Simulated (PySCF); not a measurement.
## Radial density of Tb²⁺ (terbium, charge +2)

r2SCAN, [Xe] 4f8 6s1, high-spin 8F determinant (an excited configuration). Computed with PySCF 2.14 in cc-pwCVTZ-X2C (12s11p9d7f4g1h, 186 functions), with scalar relativity by spin-free X2C-1e.

| r (bohr) | 4πr²ρ (e/bohr) | 4πr²(ρα − ρβ) |
| --- | --- | --- |
| 0.0167 | 86.92 | 0.0029 |
| 0.0280 | 76.05 | 0.0000 |
| 0.0471 | 99.80 | 0.0060 |
| 0.0793 | 109.9 | -0.0009 |
| 0.133 | 88.27 | 0.1551 |
| 0.224 | 91.61 | 1.5805 |
| 0.377 | 43.85 | 5.7580 |
| 0.635 | 43.13 | 7.2619 |
| 1.07 | 14.16 | 3.4962 |
| 1.80 | 4.973 | 0.4583 |
| 3.02 | 0.6615 | 0.4269 |
| 5.08 | 0.09078 | 0.0902 |
| 8.55 | 9.412e-05 | 0.0001 |
| 14.4 | 1.372e-05 | 0.0000 |

Densities and radii are taken from the X2C orbitals without a picture-change correction, which distorts them close to the nucleus.

Spin-orbit coupling, absent here, splits the open shell strongly.
